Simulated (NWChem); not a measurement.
CH4AlCl2N; SMILES C[NH][Al]([Cl])[Cl]

```xyz
9

Al    -0.0631     0.1621     0.0000
Cl    -0.5175     2.2048     0.0000
Cl     1.9326    -0.4717     0.0000
N     -1.3618    -1.0227     0.0000
C     -1.2742    -2.4667     0.0000
H     -2.3210    -0.6884     0.0000
H     -1.7470    -2.9180    -0.8909
H     -1.7470    -2.9180     0.8909
H     -0.2200    -2.7824     0.0000
```
Atoms are numbered in this order, from 1.

Program: NWChem. Pople sets run with spherical d functions. STO-3G and 3-21G are far too small for this property and stand as cheap habits. Geometry: optimised at PBE0/def2-SVP. GIAO values for the isolated, static molecule; σ is the absolute isotropic shielding, δ = σ(reference) − σ with the isolated reference molecule computed at the same levels (13C: tetramethylsilane, 1H: tetramethylsilane, 15N: ammonia).

For level Hartree-Fock/6-31G*:

```yaml
"σ Al1 (ppm)": 500.0
"σ Cl2 (ppm)": 1047.8
"σ Cl3 (ppm)": 1053.0
"δ N4 (ppm)": 15.8
"δ C5 (ppm)": 28.1
"δ H6 (ppm)": -0.09
"δ H7 (rotor mean) (ppm)": 2.53
```

### Question
Estimate the same quantities for level Hartree-Fock/STO-3G.

### Answer
- σ Al1 (ppm) = 482.9
- σ Cl2 (ppm) = 1205.1
- σ Cl3 (ppm) = 1208.0
- δ N4 (ppm) = -15.5
- δ C5 (ppm) = 35.6
- δ H6 (ppm) = -0.77
- δ H7 (rotor mean) (ppm) = 1.62
